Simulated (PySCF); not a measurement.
# Bond lengths and vibrations by method: B2H2O

All numbers below are calculated, not measured. The program is PySCF 2.14.0, an open-source quantum chemistry code, run on an isolated molecule that a program drew, which may never have been made. The molecule is B2H2O (charge 0, singlet), drawn as the SMILES string `BB=O`.

The geometry was optimised and harmonic frequencies were computed with HF and MP2, all in the cc-pVDZ basis, for the commonest isotopes, with a restricted reference for singlets and an unrestricted one otherwise, and a frozen core in MP2. Each result is a local minimum of its method.

Geometry at the HF minimum:
```xyz
5
B2H2O, angstrom
B     1.8711   -1.5153    0.0784
B     2.5916   -0.0342   -0.3476
O     3.0944    0.9995   -0.6448
H     1.4106   -2.2208   -0.7670
H     1.8255   -1.8502    1.2230
```

Lengths of the bonds as drawn, in Å (atoms numbered as above):
```
bond,HF,MP2
B1-B2,1.701,1.694
B2-O3,1.187,1.222
B1-H4,1.194,1.201
B1-H5,1.194,1.201
```

Rotational constants, in GHz:
| constant | HF | MP2 |
|---|---|---|
| A | 234.9 | 232.9 |
| B | 7.825 | 7.683 |
| C | 7.573 | 7.438 |

Harmonic frequencies in cm^-1, each column in rising order, so a row needn't be the same motion in every method:
| rank | HF | MP2 |
|---|---|---|
| 1 | 334 | 305 |
| 2 | 357 | 319 |
| 3 | 750 | 739 |
| 4 | 835 | 794 |
| 5 | 1015 | 983 |
| 6 | 1277 | 1225 |
| 7 | 2154 | ? |
| 8 | 2724 | 2667 |
| 9 | 2812 | 2760 |

**Estimate the missing MP2 frequency from the HF column.**

A single factor s that minimises the squared misfit of MP2 against s times HF over the other rows is sum(HF x MP2) / sum(HF^2) = 0.9761, with an rms misfit of 18 cm^-1. For rank 7 it gives 0.9761 x 2154 = 2103 cm^-1. The calculation gives 1939 cm^-1, 164 cm^-1 below the estimate. The drawn bonds are on average 0.9 % longer in MP2 than in HF.
